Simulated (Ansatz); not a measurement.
Ansatz results at the PBE0-D4/def2-TZVP geometry: size of the dipole moment (ωB97M-V/def2-TZVPP) 0.01 D; HOMO–LUMO gap (B3LYP/def2-TZVPP) 7.25 eV; HOMO energy (PBE/def2-TZVPP) -7.65 eV.

(1) Which molecule gave them?
A. `F[B@H-]1[NH2+][B@@H-](F)[NH2+]1`
B. `CC[B@H-]1[O+](C)[B@@H-](CC)[O+]1C`
C. `[BH2-]1[Cl+][BH2-][Cl+]1`
D. `C[O+]1[Ga-]([Cl])([Cl])[O+](C)[Ga-]1([Cl])[Cl]`

Results:

(1) D. The others give `[BH2-]1[Cl+][BH2-][Cl+]1`: 0.25, 7.61, -7.12; `F[B@H-]1[NH2+][B@@H-](F)[NH2+]1`: 0.80, 8.45, -6.71; `CC[B@H-]1[O+](C)[B@@H-](CC)[O+]1C`: 1.25, 8.02, -6.05.

B3LYP here is the variant with VWN-RPA as its local correlation; programs differ in this.
